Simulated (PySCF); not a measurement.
**Ionisation energy of Pm⁴³⁺ by level of theory**

Pm⁴³⁺ [Ar] (1S) → Pm⁴⁴⁺ [Ne] 3s2 3p5 (2P), as a difference of total energies. Computed with PySCF 2.14 in an uncontracted even-tempered set (18 s from 8.8 bohr⁻², ratio 2.5; 12 p from 11 bohr⁻², ratio 2.5; 4 d from 50 bohr⁻², ratio 2.7; 4 f from 74 bohr⁻², ratio 2.7), with the spin-free X2C one-electron Hamiltonian (Gaussian nucleus). Correlated levels: outer shells: 1s2 frozen; virtual orbitals above 40 to 60 times the deepest correlated orbital energy dropped. The calculations carry no spin-orbit coupling.

```tsv
method	ionisation energy (eV)
UHF	3564.7
MP2 (outer shells)	3565.8
SCS-MP2 (outer shells)	3565.6
CCSD (outer shells)	3565.7
CCSD(T) (outer shells)	3565.7
```

A first-order spin-orbit estimate (lowest level to lowest level, LS coupling) adds -43.648 eV.

Breit and QED terms and the two-electron picture change are absent.

For comparison: 3519 ± 4 eV (theoretical estimate listed by NIST; NIST Atomic Spectra Database, ionization energies).
